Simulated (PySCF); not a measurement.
Compound: C4H8O2SSi.
Structure used (GFN2-xTB), in Å, numbered top down from 1:
```
atom  x, y, z in Å
C1     0.165    2.487   -0.224
C2     0.196    1.191    0.012
Si3    0.923   -0.314   -0.877
O4     2.323   -0.762   -0.200
C5    -0.524   -1.484   -0.426
C6    -1.497   -0.718    0.458
S7    -0.550    0.482    1.507
O8     0.563   -0.298    2.084
H9    -0.314    3.186    0.446
H10    0.620    2.909   -1.106
H11    1.201   -0.125   -2.289
H12    2.319   -0.849    0.759
H13   -1.052   -1.887   -1.289
H14   -0.132   -2.336    0.130
H15   -2.065   -1.367    1.124
H16   -2.184   -0.104   -0.122
```

Computed, not measured: PySCF 2.14.0, density-fitted response routines, TDDFT CAM-B3LYP/def2-SVPD, vertical, gas phase, core orbitals frozen in the response.

Transition dipole moments from the ground state, in atomic units and in the frame of the coordinates above (overall signs are arbitrary), for the states with f of 0.002 or more among the lowest 8:

```
state  E (eV)      μx      μy      μz
   S1   4.920  -0.101  -0.115   0.007
   S3   5.995  -0.305  -0.402   0.189
   S4   6.394  -0.123  -0.046  -0.096
   S5   6.670  -0.133  -0.268   0.058
   S6   6.825  -0.414   0.033   0.377
   S7   6.974   0.200  -0.156   0.264
   S8   7.119   0.006   0.346   0.029
```

(1) Work out the oscillator strengths.

(2) Which bond between heavy atoms lies closest to the direction of the S6 transition dipole?

(3) What angle do the transition dipoles of S6 and S8 make?

(4) What peak molar absorption coefficient would the strongest computed level give as a lone Gaussian band 0.3 eV wide at half height?

Results:

(1) f = (2/3) ΔE |μ|² with ΔE in hartree (27.2114 eV).

```tsv
state	|μ|² (au)	|μ| (D)	f
S1	0.023	0.39	0.003
S3	0.290	1.37	0.043
S4	0.026	0.41	0.004
S5	0.093	0.78	0.015
S6	0.315	1.43	0.053
S7	0.134	0.93	0.023
S8	0.121	0.88	0.021
```

(2) C5–C6, at 27° from it; next C2–S7 at 33°.

(3) |cos θ| = |μa·μb| / (|μa| |μb|) = 0.10, so θ ≈ 84° (taken between 0 and 90°, since the signs are arbitrary).

(4) ε(max) = 2.175×10⁸ f / FWHM, with the width in cm⁻¹. S6: 2.175×10⁸ × 0.0526 / 2420 ≈ 4700 L mol⁻¹ cm⁻¹.

One conformer stands for the species.
